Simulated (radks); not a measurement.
All-electron atom: Cd47+ in 1s1 (the NIST ground configuration).

All-electron calculation, Dirac Kohn-Sham, LB94 model potential, spin-unpolarised, spherical densities, finite nucleus; Fermi nuclear charge, rms radius 4.6087 fm. Program: a radial shooting solver on a logarithmic mesh with Libxc functionals.

Energy parts (hartree):
| part | energy |
|---|---|
| kinetic | 1266.08726 |
| electron-nucleus | -2455.71194 |
| Hartree | 15.70567 |
(The LB94 potential has no energy functional, so no total or exchange-correlation energy is given.)

Orbitals (lengths in bohr, moments of r in powers of bohr; <r^-3> diverges for s and p1/2):
\begin{tabular}{lrrrr}
orbital & occ. & eigenvalue (hartree) & <r^-3> & small-component weight \\ \hline
1s1/2 & 1 & -1181.777 & - & 3.16e-02 \\
\end{tabular}

The highest occupied level is 1s1/2 at -32158 eV. Summed over all electrons, <r^2> = 0.001213 bohr^2, which gives a Langevin (diamagnetic) susceptibility term of -0.000961 x 10^-6 cm^3/mol. The density falls to 0.001 e/bohr^3 at r = 0.18 bohr.
